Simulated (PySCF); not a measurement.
Radial density of Sc²⁺ (scandium, charge +2)

UHF, [Ar] 3d1, 2D determinant. All numbers are calculated (PySCF 2.14, the spin-free X2C one-electron Hamiltonian (Gaussian nucleus), in aug-cc-pwCVTZ-DK with one added diffuse shell each of s, p, d, f, g type (11s10p8d5f4g, 152 functions)).

```json
{"r (bohr)": "0.00131", "4πr²ρ (e/bohr)": "0.1677", "4πr²(ρα − ρβ)": "0.0000"}
{"r (bohr)": "0.00220", "4πr²ρ (e/bohr)": "0.4303", "4πr²(ρα − ρβ)": "0.0000"}
{"r (bohr)": "0.00370", "4πr²ρ (e/bohr)": "1.081", "4πr²(ρα − ρβ)": "0.0000"}
{"r (bohr)": "0.00622", "4πr²ρ (e/bohr)": "2.617", "4πr²(ρα − ρβ)": "-0.0001"}
{"r (bohr)": "0.0105", "4πr²ρ (e/bohr)": "5.950", "4πr²(ρα − ρβ)": "-0.0002"}
{"r (bohr)": "0.0176", "4πr²ρ (e/bohr)": "12.10", "4πr²(ρα − ρβ)": "-0.0004"}
{"r (bohr)": "0.0296", "4πr²ρ (e/bohr)": "20.29", "4πr²(ρα − ρβ)": "-0.0008"}
{"r (bohr)": "0.0498", "4πr²ρ (e/bohr)": "24.88", "4πr²(ρα − ρβ)": "-0.0013"}
{"r (bohr)": "0.0838", "4πr²ρ (e/bohr)": "20.57", "4πr²(ρα − ρβ)": "-0.0027"}
{"r (bohr)": "0.141", "4πr²ρ (e/bohr)": "19.41", "4πr²(ρα − ρβ)": "-0.0044"}
{"r (bohr)": "0.237", "4πr²ρ (e/bohr)": "26.39", "4πr²(ρα − ρβ)": "0.0169"}
{"r (bohr)": "0.399", "4πr²ρ (e/bohr)": "14.85", "4πr²(ρα − ρβ)": "0.1390"}
{"r (bohr)": "0.671", "4πr²ρ (e/bohr)": "7.088", "4πr²(ρα − ρβ)": "0.4125"}
{"r (bohr)": "1.13", "4πr²ρ (e/bohr)": "8.119", "4πr²(ρα − ρβ)": "0.6132"}
{"r (bohr)": "1.90", "4πr²ρ (e/bohr)": "1.868", "4πr²(ρα − ρβ)": "0.3648"}
{"r (bohr)": "3.19", "4πr²ρ (e/bohr)": "0.09336", "4πr²(ρα − ρβ)": "0.0638"}
{"r (bohr)": "5.37", "4πr²ρ (e/bohr)": "0.001491", "4πr²(ρα − ρβ)": "0.0015"}
```

Densities and radii are taken from the X2C orbitals without a picture-change correction, which distorts them close to the nucleus.

(1) Where is the radial spin density 4πr²(ρα − ρβ) most negative, and why is it negative at all?

## Answers

(1) Around r = 0.141 bohr, down to -0.0044 e/bohr: exchange with the open shell polarises the paired shells in an unrestricted calculation.
